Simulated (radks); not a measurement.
Excited configurations of the vanadium ion V3+: one electron is placed in a higher orbital outside [Ar] 3d1. The ground configuration is [Ar] 3d2. Calculated with a radial shooting solver on a logarithmic mesh with Libxc functionals: Dirac Kohn-Sham, PBE, spin-unpolarised, spherical densities, finite nucleus; open shells are shared between the two j in proportion to 2j + 1; Fermi nuclear charge, rms radius 3.6002 fm. Excitation = E - E(ground); binding = E(ion) - E, where the ion is the core of charge +4; n* = 4/sqrt(2 binding) in atomic units, and the quantum defect is n - n*. Eigenvalue and <r> are those of j = l + 1/2.

\begin{tabular}{lrrrrrr}
outer orbital & excitation (eV) & binding (eV) & n* & quantum defect & eigenvalue (eV) & <r> (bohr) \\ \hline
4f & 31.898 & 13.974 & 3.947 & 0.053 & -11.744 & 4.281 \\
5s & 28.013 & 17.859 & 3.491 & 1.509 & -15.908 & 4.677 \\
5f & 36.593 & 9.279 & 4.844 & 0.156 & -8.041 & 7.374 \\
6p & 36.119 & 9.753 & 4.724 & 1.276 & -8.722 & 8.315 \\
6d & 37.927 & 7.945 & 5.234 & 0.766 & -7.072 & 9.764 \\
6f & 39.348 & 6.524 & 5.776 & 0.224 & -5.765 & 11.22 \\
\end{tabular}

The Delta-SCF ionisation energy is 45.872 eV (NIST Atomic Spectra Database: 46.709 eV, measured). Self-interaction in the functional shifts the binding energies and quantum defects, so they are the method's values and not measured ones. Spin polarisation and multiplet splitting are left out, so open shells lie too high by an amount that depends on their filling.

Beside tabulated values, note that spin-unpolarised runs miss the spin-polarisation part of the exchange energy of open shells.
